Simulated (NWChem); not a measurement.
Everything below was run with NWChem. System: C₃H₂N₃, charge 1, spin multiplicity 1, at the geometry of a parent with another charge or spin, in a state set for the comparison that need not be this species' ground state. Level: RHF/def2-TZVP.

The NWChem input:

```
start mol
memory heap 200 mb stack 900 mb global 1100 mb
charge 1
geometry units angstroms nocenter noautoz
  C      0.000000     0.000000    -1.325694
  N     -1.185631     0.000000    -0.757633
  C     -1.132915     0.000000     0.593697
  N      0.000000     0.000000     1.306905
  C      1.132915     0.000000     0.593697
  N      1.185631     0.000000    -0.757633
  H     -2.091835     0.000000     1.144163
  H      2.091835     0.000000     1.144163
  symmetry group C2v
end
basis spherical
  * library def2-tzvp
end
scf
  rhf
  nopen 0
  maxiter 100
  thresh 1e-7
  semidirect memsize 60000000 filesize 0
end
task scf energy
```

Output (cleaned and shortened):

```
             Northwest Computational Chemistry Package (NWChem) 7.3.0
             --------------------------------------------------------

                                NWChem Input Module
                                -------------------

 Scaling coordinates for geometry "geometry" by  1.889725989
 (inverse scale =  0.529177249)

 Turning off AUTOSYM since
 SYMMETRY directive was detected!

                             Geometry "geometry" -> ""
                             -------------------------

 Output coordinates in angstroms (scale by  1.889725989 to convert to a.u.)

  No.       Tag          Charge          X              Y              Z
 ---- ---------------- ---------- -------------- -------------- --------------
    1 C                    6.0000     0.00000000     0.00000000    -1.32569400
    2 N                    7.0000    -1.18563100     0.00000000    -0.75763300
    3 C                    6.0000    -1.13291500     0.00000000     0.59369700
    4 N                    7.0000     0.00000000     0.00000000     1.30690500
    5 C                    6.0000     1.13291500     0.00000000     0.59369700
    6 N                    7.0000     1.18563100     0.00000000    -0.75763300
    7 H                    1.0000    -2.09183500     0.00000000     1.14416300
    8 H                    1.0000     2.09183500     0.00000000     1.14416300

 Effective nuclear repulsion energy (a.u.)     201.8859092237

            Nuclear Dipole moment (a.u.)
            ----------------------------
        X                 Y               Z
 ---------------- ---------------- ----------------
    -0.0000000000     0.0000000000    -0.0000018897

      Symmetry information
      --------------------

 Group name             C2v
 Group number             16
 Group order               4
 No. of unique centers     5

      Symmetry unique atoms

     1    2    3    4    7


 Summary of "ao basis" -> "" (spherical)
 ------------------------------------------------------------------------------
       Tag                 Description            Shells   Functions and Types
 ---------------- ------------------------------  ------  ---------------------
[...]
 Vector   21  Occ=0.000000D+00  E=-2.910538D-01  Symmetry=a1
              MO Center=  8.2D-15, -7.3D-15, -1.4D+00, r^2= 2.1D+00
   Bfn.  Coefficient  Atom+Function         Bfn.  Coefficient  Atom+Function
  ----- ------------  ---------------      ----- ------------  ---------------
    11      0.334547  1 C  pz                 8      0.318137  1 C  pz
    14      0.290167  1 C  pz                 4     -0.269372  1 C  s
     5     -0.262473  1 C  s                 36      0.158459  2 N  s
   160      0.158459  6 N  s

 Vector   22  Occ=0.000000D+00  E=-1.627836D-01  Symmetry=b2
              MO Center= -4.0D-15,  1.0D-14, -3.7D-01, r^2= 3.1D+00
   Bfn.  Coefficient  Atom+Function         Bfn.  Coefficient  Atom+Function
  ----- ------------  ---------------      ----- ------------  ---------------
    13      0.416604  1 C  py                10      0.346811  1 C  py
   106      0.340875  4 N  py                 7      0.307180  1 C  py
    44     -0.213617  2 N  py               168     -0.213617  6 N  py
   100      0.210944  4 N  py                75     -0.195271  3 C  py
   137     -0.195271  5 C  py               103      0.192721  4 N  py

 Vector   23  Occ=0.000000D+00  E=-1.600181D-01  Symmetry=a2
              MO Center=  1.2D-14, -1.7D-15,  3.0D-01, r^2= 3.2D+00
   Bfn.  Coefficient  Atom+Function         Bfn.  Coefficient  Atom+Function
  ----- ------------  ---------------      ----- ------------  ---------------
    75      0.389621  3 C  py               137     -0.389621  5 C  py
    44     -0.286404  2 N  py                72      0.285106  3 C  py
   134     -0.285106  5 C  py               168      0.286404  6 N  py
    69      0.255941  3 C  py               131     -0.255941  5 C  py
    38     -0.174250  2 N  py               162      0.174250  6 N  py

 center of mass
 --------------
 x =  -0.00000000 y =   0.00000000 z =  -0.05362938

 moments of inertia (a.u.)
 ------------------
         257.531769891175           0.000000000000           0.000000000000
           0.000000000000         539.619985886352           0.000000000000
           0.000000000000           0.000000000000         282.088215995176

  Mulliken analysis of the total density
  --------------------------------------

    Atom       Charge   Shell Charges
 -----------   ------   -------------------------------------------------------
    1 C    6     5.34   0.86  1.12  0.54  0.48  0.04  1.07  0.95  0.12  0.03  0.12  0.02
    2 N    7     7.27   0.82  1.16  0.53  0.90  0.21  1.44  1.68  0.45  0.01  0.06  0.00
    3 C    6     5.67   0.86  1.12  0.53  0.55  0.07  1.13  1.07  0.16  0.04  0.13  0.02
    4 N    7     7.29   0.82  1.16  0.54  0.91  0.23  1.43  1.66  0.46  0.01  0.06  0.00
    5 C    6     5.67   0.86  1.12  0.53  0.55  0.07  1.13  1.07  0.16  0.04  0.13  0.02
    6 N    7     7.27   0.82  1.16  0.53  0.90  0.21  1.44  1.68  0.45  0.01  0.06  0.00
    7 H    1     0.75   0.25  0.44  0.04  0.02
    8 H    1     0.75   0.25  0.44  0.04  0.02

       Multipole analysis of the density wrt the origin
       ------------------------------------------------

     L   x y z        total         open         nuclear
     -   - - -        -----         ----         -------
     0   0 0 0      1.000000      0.000000     41.000000

     1   1 0 0     -0.000000      0.000000     -0.000000
     1   0 1 0      0.000000      0.000000      0.000000
     1   0 0 1     -0.399659      0.000000     -0.000002

     2   2 0 0    -17.245530      0.000000    156.532591
     2   1 1 0      0.000000      0.000000      0.000000
     2   1 0 1     -0.000000      0.000000      0.000000
     2   0 2 0    -23.278879      0.000000      0.000000
     2   0 1 1      0.000000      0.000000      0.000000
     2   0 0 2    -18.202103      0.000000    133.503641

 Task  times  cpu:       33.3s     wall:       33.3s

 Total times  cpu:       33.4s     wall:       33.4s
```
